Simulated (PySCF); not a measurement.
**Electron correlation in P(2+) (phosphorus, charge +2)**

[Ne] 3s2 3p1, 2P determinant. Computed with PySCF 2.14 in cc-pVDZ-DK (4s3p1d, 18 functions), with scalar relativity by spin-free X2C-1e. Frozen: [Ne]; 3 electrons correlated.

MP2 pair energies summed by pair of shells (mhartree):

```
 pair  energy  share (%)
3s-3s  -22.21       58.1
3s-3p  -16.02       41.9
```

Total MP2 correlation energy: -38.23 mhartree.

Same-spin part -2.31 and opposite-spin part -35.92 mhartree; SCS-MP2 scales them by 1/3 and 6/5 to -43.87 mhartree.

```
  level  correlation energy (mhartree)
   CCSD                         -57.83
    (T)                          -0.59
CCSD(T)                         -58.42
```

Diagnostics: T1 = 0.0098, D1 = 0.0233, largest double amplitude 0.110.

Cost of the coupled-cluster step: 0.06 s of wall time on 1 thread of Neoverse-V2 (shared host), for 3 correlated electrons.
